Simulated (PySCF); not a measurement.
**Bond curve of CsHg⁺**

Set-up: basis Cs def2-SVP with ECP46, Hg def2-SVP with ECP60; scalar-relativistic core potentials; PySCF 2.14. Energies in eV from Cs⁺ + Hg in their ground configurations at the same level. State: ¹Σ⁺ (singlet), closed shell.

All columns are r²SCAN. A positive dipole points towards Hg; it is taken about the centre of mass and depends on that origin.

```json
{"R (Å)": "3.474", "E (eV)": "-0.057", "μ (D)": "-8.35", "Mulliken charge on Cs (basis-dependent)": "0.99", "HOMO (eV)": "-11.04", "LUMO (eV)": "-4.74", "Mayer bond order": "0.05", "⟨S²⟩": "0.00"}
{"R (Å)": "3.636", "E (eV)": "-0.109", "μ (D)": "-8.83", "Mulliken charge on Cs (basis-dependent)": "1.00", "HOMO (eV)": "-10.92", "LUMO (eV)": "-4.75", "Mayer bond order": "0.03", "⟨S²⟩": "0.00"}
{"R (Å)": "3.798", "E (eV)": "-0.132", "μ (D)": "-9.34", "Mulliken charge on Cs (basis-dependent)": "1.00", "HOMO (eV)": "-10.79", "LUMO (eV)": "-4.76", "Mayer bond order": "0.02", "⟨S²⟩": "0.00"}
{"R (Å)": "3.919", "E (eV)": "-0.139", "μ (D)": "-9.73", "Mulliken charge on Cs (basis-dependent)": "1.00", "HOMO (eV)": "-10.69", "LUMO (eV)": "-4.75", "Mayer bond order": "0.02", "⟨S²⟩": "0.00"}
{"R (Å)": "4.040", "E (eV)": "-0.139", "μ (D)": "-10.13", "Mulliken charge on Cs (basis-dependent)": "1.00", "HOMO (eV)": "-10.59", "LUMO (eV)": "-4.74", "Mayer bond order": "0.01", "⟨S²⟩": "0.00"}
{"R (Å)": "4.161", "E (eV)": "-0.135", "μ (D)": "-10.54", "Mulliken charge on Cs (basis-dependent)": "1.00", "HOMO (eV)": "-10.49", "LUMO (eV)": "-4.73", "Mayer bond order": "0.01", "⟨S²⟩": "0.00"}
{"R (Å)": "4.323", "E (eV)": "-0.126", "μ (D)": "-11.09", "Mulliken charge on Cs (basis-dependent)": "1.00", "HOMO (eV)": "-10.36", "LUMO (eV)": "-4.71", "Mayer bond order": "0.01", "⟨S²⟩": "0.00"}
{"R (Å)": "4.525", "E (eV)": "-0.112", "μ (D)": "-11.78", "Mulliken charge on Cs (basis-dependent)": "1.00", "HOMO (eV)": "-10.21", "LUMO (eV)": "-4.68", "Mayer bond order": "0.01", "⟨S²⟩": "0.00"}
{"R (Å)": "4.767", "E (eV)": "-0.094", "μ (D)": "-12.61", "Mulliken charge on Cs (basis-dependent)": "0.99", "HOMO (eV)": "-10.04", "LUMO (eV)": "-4.64", "Mayer bond order": "0.01", "⟨S²⟩": "0.00"}
{"R (Å)": "5.090", "E (eV)": "-0.075", "μ (D)": "-13.70", "Mulliken charge on Cs (basis-dependent)": "0.99", "HOMO (eV)": "-9.84", "LUMO (eV)": "-4.60", "Mayer bond order": "0.02", "⟨S²⟩": "0.00"}
```

A fit through these points gives, at Re = 3.978 Å, μ = -9.93 D and dμ/dR = -3.31 D/Å; the reduced mass is 80.16 u.

How strong is the fundamental in the double-harmonic approximation, I = 42.26·(dμ/dR)²/μred km/mol?

I = 42.26·(-3.31)²/80.16 = 5.78 km/mol at r²SCAN.

Closed-shell solutions of metal pairs were not tested for spin polarisation, which can lower them a little. The bond is weak. Basis-set superposition, not corrected here, can be much of De in a small basis, most of all at correlated wavefunction levels. Spin–orbit coupling is left out. For an ion De counts to the pair picked by the measured ionisation energies or electron affinities, which need not be the lowest pair at this level.
